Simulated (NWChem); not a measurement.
Everything below was run with NWChem. System: sulfuric acid (H2O4S), charge 0, spin multiplicity 1, at a geometry optimised with PBE/def2-SVP. Level: MP2/6-31G* (spherical d), 9 core orbitals frozen.

Output (cleaned and shortened):

```
             Northwest Computational Chemistry Package (NWChem) 7.3.0
             --------------------------------------------------------

                                NWChem Input Module
                                -------------------

 Scaling coordinates for geometry "geometry" by  1.889725989
 (inverse scale =  0.529177249)

 Turning off AUTOSYM since
 SYMMETRY directive was detected!

                             Geometry "geometry" -> ""
                             -------------------------

 Output coordinates in angstroms (scale by  1.889725989 to convert to a.u.)

  No.       Tag          Charge          X              Y              Z
 ---- ---------------- ---------- -------------- -------------- --------------
    1 O                    8.0000    -0.30140200     1.23737600     0.87050300
    2 S                   16.0000     0.00000000     0.00000000    -0.17158000
    3 O                    8.0000     1.27118500     0.25249900    -0.84162900
    4 O                    8.0000    -1.27118500    -0.25249900    -0.84162900
    5 O                    8.0000     0.30140200    -1.23737600     0.87050300
    6 H                    1.0000     0.57212300     1.59532900     1.14164500
    7 H                    1.0000    -0.57212300    -1.59532900     1.14164500

 Effective nuclear repulsion energy (a.u.)     281.4230273473

            Nuclear Dipole moment (a.u.)
            ----------------------------
        X                 Y               Z
 ---------------- ---------------- ----------------
     0.0000000000     0.0000000000    -0.0000113384

      Symmetry information
      --------------------

 Group name             C2
 Group number              4
 Group order               2
 No. of unique centers     4

      Symmetry unique atoms

     1    2    3    6


 Summary of "ao basis" -> "" (spherical)
 ------------------------------------------------------------------------------
       Tag                 Description            Shells   Functions and Types
 ---------------- ------------------------------  ------  ---------------------
 *                           6-31g*                   on all atoms

 Summary of "ao basis" -> "ao basis" (spherical)
 ------------------------------------------------------------------------------
       Tag                 Description            Shells   Functions and Types
 ---------------- ------------------------------  ------  ---------------------
 O                           6-31g*                  6       14   3s2p1d
 S                           6-31g*                  8       18   4s3p1d
 H                           6-31g*                  2        2   2s

                                 NWChem SCF Module
                                 -----------------

  ao basis        = "ao basis"
  functions       =    78
  atoms           =     7
  closed shells   =    25
  open shells     =     0
  charge          =   0.00
  wavefunction    = RHF
  use symmetry    = T
  symmetry adapt  = T

 Summary of "ao basis" -> "ao basis" (spherical)
 ------------------------------------------------------------------------------
       Tag                 Description            Shells   Functions and Types
 ---------------- ------------------------------  ------  ---------------------
 O                           6-31g*                  6       14   3s2p1d
 S                           6-31g*                  8       18   4s3p1d
 H                           6-31g*                  2        2   2s

      Symmetry analysis of basis
      --------------------------

        a          40
        b          38

 Forming initial guess at       0.1s

      Superposition of Atomic Density Guess
      -------------------------------------

 Sum of atomic energies:        -697.46955496

      Non-variational initial energy
      ------------------------------

 Total energy =    -699.292755
 1-e energy   =   -1523.573803
 2-e energy   =     542.858021
 HOMO         =      -0.423626
 LUMO         =       0.073589

      Symmetry analysis of molecular orbitals - initial
      -------------------------------------------------

  Numbering of irreducible representations:

     1 a           2 b
[...]
  ----- ------------  ---------------      ----- ------------  ---------------
    36      0.409209  3 O  py                50     -0.409209  4 O  py
    40      0.328229  3 O  py                54     -0.328229  4 O  py

 Vector   25  Occ=2.000000D+00  E=-5.107690D-01  Symmetry=b
              MO Center=  3.9D-14, -3.0D-14, -6.5D-01, r^2= 2.5D+00
   Bfn.  Coefficient  Atom+Function         Bfn.  Coefficient  Atom+Function
  ----- ------------  ---------------      ----- ------------  ---------------
    37      0.334478  3 O  pz                51     -0.334478  4 O  pz
    41      0.265725  3 O  pz                55     -0.265725  4 O  pz
    35      0.253303  3 O  px                49      0.253303  4 O  px
    39      0.188935  3 O  px                53      0.188935  4 O  px

 Vector   26  Occ=0.000000D+00  E= 1.581681D-01  Symmetry=a
              MO Center=  4.4D-16,  1.8D-15,  8.3D-01, r^2= 4.5D+00
   Bfn.  Coefficient  Atom+Function         Bfn.  Coefficient  Atom+Function
  ----- ------------  ---------------      ----- ------------  ---------------
    76      0.825781  6 H  s                 78      0.825781  7 H  s
    24      0.808624  2 S  s                  6     -0.721348  1 O  s
    66     -0.721348  5 O  s                  7     -0.332857  1 O  px
    67      0.332857  5 O  px                38     -0.297816  3 O  s
    52     -0.297816  4 O  s                 20      0.254481  2 S  s

 Vector   27  Occ=0.000000D+00  E= 1.963988D-01  Symmetry=b
              MO Center= -3.0D-14, -5.2D-14,  9.4D-01, r^2= 5.0D+00
   Bfn.  Coefficient  Atom+Function         Bfn.  Coefficient  Atom+Function
  ----- ------------  ---------------      ----- ------------  ---------------
    76      0.997438  6 H  s                 78     -0.997438  7 H  s
     6     -0.698142  1 O  s                 66      0.698142  5 O  s
     7     -0.337120  1 O  px                67     -0.337120  5 O  px
    22      0.302746  2 S  py                26      0.179826  2 S  py
    25     -0.165346  2 S  px                 3     -0.157477  1 O  px

 Vector   28  Occ=0.000000D+00  E= 2.436036D-01  Symmetry=b
              MO Center= -2.8D-14, -7.9D-14, -7.0D-02, r^2= 3.0D+00
   Bfn.  Coefficient  Atom+Function         Bfn.  Coefficient  Atom+Function
  ----- ------------  ---------------      ----- ------------  ---------------
    26      0.977104  2 S  py                22      0.675512  2 S  py
    76     -0.619475  6 H  s                 78      0.619475  7 H  s
     9      0.361010  1 O  pz                69     -0.361010  5 O  pz
    40     -0.312760  3 O  py                54     -0.312760  4 O  py
     8      0.234620  1 O  py                68      0.234620  5 O  py

 center of mass
 --------------
 x =   0.00000000 y =   0.00000000 z =  -0.04361199

 moments of inertia (a.u.)
 ------------------
         380.554149310050          -0.632338896842           0.000000000000
          -0.632338896842         377.373876561072           0.000000000000
           0.000000000000           0.000000000000         397.843875567039

  Mulliken analysis of the total density
  --------------------------------------

    Atom       Charge   Shell Charges
 -----------   ------   -------------------------------------------------------
    1 O    8     8.79   2.00  0.91  2.86  1.01  1.99  0.03
    2 S   16    14.13   2.00  2.00  5.98  1.17  2.30 -0.14  0.20  0.63
    3 O    8     8.65   2.00  0.92  2.81  0.99  1.90  0.04
    4 O    8     8.65   2.00  0.92  2.81  0.99  1.90  0.04
    5 O    8     8.79   2.00  0.91  2.86  1.01  1.99  0.03
    6 H    1     0.49   0.43  0.06
    7 H    1     0.49   0.43  0.06

       Multipole analysis of the density wrt the origin
       ------------------------------------------------

     L   x y z        total         open         nuclear
     -   - - -        -----         ----         -------
     0   0 0 0     -0.000000      0.000000     50.000000

     1   1 0 0     -0.000000      0.000000      0.000000
     1   0 1 0     -0.000000      0.000000      0.000000
     1   0 0 1      1.332832      0.000000     -0.000011

     2   2 0 0    -29.613128      0.000000     99.856675
     2   1 1 0      3.440083      0.000000      3.549118
     2   1 0 1     -0.000000      0.000000     -0.000000
     2   0 2 0    -22.757170      0.000000    109.302533
     2   0 1 1     -0.000000      0.000000      0.000000
     2   0 0 2    -26.081087      0.000000     94.760260

                   NWChem MP2 Semi-direct Energy/Gradient Module
                   ---------------------------------------------

  Basis functions       =     78
  Molecular orbitals    =     78
  Frozen core           =      9
  Frozen virtuals       =      0
  Active alpha occupied =     16
  Active beta occupied  =     16
  Active alpha virtual  =     53
  Active beta virtual   =     53
  Use MO symmetry       = T
  Use skeleton AO sym   = T

  AO/Fock/Back tols     =   1.0D-09  1.0D-09  1.0D-09

 GA uses MA = F    GA memory limited = T

 Available:
  local mem=  1.26D+08
 global mem=  1.44D+08
 local disk=  0.00D+00
  mp2_memr nvloc                    53
  nvloc new                    53
   1 passes of  16:        3145728                      34035                   8859023.
   1 passes of  16: M    126153114           G      144167032           F     123007386.

 Semi-direct pass number   1 of   1  for RHF alpha+beta  at        1.9s
  vrange nnbf                  3069
  mp2_eaftype                    33  avail_ma_in_mb                  1099
 EAF : mp2_eaftype filesize          33    4429512.
  mp2_eaf for mointskh                     33
Node 0 wrote     20.8 Mb in      0.0 s     Agg I/O rate:  1756.8 Mb/s
 Done moints_semi at        5.7s
  mp2_eaftype                    33  avail_ma_in_mb                  1066
 EAF : mp2_eaftype filesize          33    4429512.
  mp2_eaf for kh                    33
 Done maket at        5.9s
 Done multipass loop at        5.9s

          -------------------------------------------
          SCF energy                -698.018956382430
          Correlation energy          -0.864631096388
          Singlet pairs               -0.499827158803
          Triplet pairs               -0.364803937585
          Total MP2 energy          -698.883587478818
          -------------------------------------------

          ---------------------------------------------------
                    Spin Component Scaled (SCS) MP2
          Same spin pairs                     -0.243202625057
          Same spin scaling factor             0.333333333333
          Opposite spin pairs                 -0.621428471332
          Opposite spin scaling fact.          1.200000000000
          SCS-MP2 correlation energy          -0.826781707283
          Total SCS-MP2 energy              -698.845738089713
          ---------------------------------------------------

 -----------------------
 Performance information
 -----------------------

 Timer overhead =  2.44D-07 seconds/call

               Nr. of calls         CPU time (s)                 Wall time (s)                GFlops
             ---------------    -------------------     ------------------------------   -------------------
Name         Min   Avg   Max    Min     Avg     Max     Min     Avg     Max   Mx/calls   Min     Max     Sum
mp2: moin     1     1     1    3.8     3.8     3.8      3.8     3.8     3.8     3.8      0.0     0.0     0.0
mp2: make     1     1     1   0.20    0.20    0.20     0.20    0.20    0.20    0.20      0.0     0.0     0.0
mp2: tota     1     1     1    4.0     4.0     4.0      4.0     4.0     4.0     4.0      0.0     0.0     0.0

 The average no. of pstat calls per process was 3.00D+00
 with a timing overhead of 7.31D-07s

 Task  times  cpu:        5.8s     wall:        5.8s

 Total times  cpu:        5.9s     wall:        5.9s
```

Q: Write an NWChem input that would produce this output.

A: Several could match; the one computed here: 
```
start mol
memory heap 200 mb stack 900 mb global 1100 mb
geometry units angstroms nocenter noautoz
  O     -0.301402     1.237376     0.870503
  S      0.000000     0.000000    -0.171580
  O      1.271185     0.252499    -0.841629
  O     -1.271185    -0.252499    -0.841629
  O      0.301402    -1.237376     0.870503
  H      0.572123     1.595329     1.141645
  H     -0.572123    -1.595329     1.141645
  symmetry group C2
end
basis spherical
  * library 6-31g*
end
scf
  rhf
  nopen 0
  maxiter 100
  thresh 1e-7
  semidirect memsize 60000000 filesize 0
end
mp2
  freeze core 9
end
task mp2 energy
```
